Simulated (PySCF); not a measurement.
# F²⁺: excitation energy

F²⁺ [He] 2s2 2p3 (4S) → F²⁺ [He] 2s1 2p4 (4P), as a difference of total energies. Computed with PySCF 2.14 in aug-cc-pVQZ (6s5p4d3f2g, 80 functions), with the non-relativistic Hamiltonian (point nucleus). Correlated levels: valence: 1s2 frozen. The calculations carry no spin-orbit coupling.

```tsv
method	excitation energy (eV)
UHF	18.825
LDA	18.031
PBE	17.737
PBE0	18.092
r2SCAN	17.742
HSE06	18.054
revPBE	17.693
B2PLYP	18.481
TPSSh	18.091
MP2 (valence)	18.872
SCS-MP2 (valence)	18.880
```

**Question.** How much does correlation contribute at MP2 (valence)?

**Answer.** 18.872 − (18.825) = 0.047 eV, measured against UHF.

A first-order spin-orbit estimate (lowest level to lowest level, LS coupling) adds -0.023 eV.
